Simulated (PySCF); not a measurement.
**C₆ coefficients of unlike pairs at PBE0**

Calculated with PySCF 2.14 from the dipole response of each species, C₆(A,B) = (3/π) ∫ α_A(iu) α_B(iu) du, in atomic units, from isotropic polarisabilities. For ions this is the dispersion term alone; charge-induced terms of lower order in 1/R come first.

```csv
species,configuration,basis,relativity,α (bohr³),C₆ (like pair)
Cl²⁺,[Ne] 3s2 3p3 (4S),dyall-acv3z (19s12p6d4f),none,5.870,20.87
Nb²⁺,[Kr] 4d3 (4F),aug-cc-pVTZ-DK (9s8p6d3f2g),spin-free X2C,11.10,57.58
N⁺,[He] 2s2 2p2 (3P),dyall-acv3z (15s9p4d2f),spin-free X2C,3.858,8.275
Mn,[Ar] 3d5 4s2 (6S),"aug-cc-pVTZ with one added diffuse shell each of s, p, d, f, g type (9s8p6d4f3g)",none,79.87,776.0
```

Q: Estimate C₆ for N⁺ with Cl²⁺.

A: The integral gives 13.13. The combination rule 2 C_A C_B / (C_A α_B/α_A + C_B α_A/α_B) gives 13.13 and the geometric mean 13.14.

No spin-orbit coupling is included.

The other pairs:

| pair | C₆ |
| --- | --- |
| Mn, Nb²⁺ | 176.3 |
| Mn, Cl²⁺ | 101.4 |
| Mn, N⁺ | 64.87 |
| Nb²⁺, Cl²⁺ | 34.53 |
| N⁺, Nb²⁺ | 21.80 |
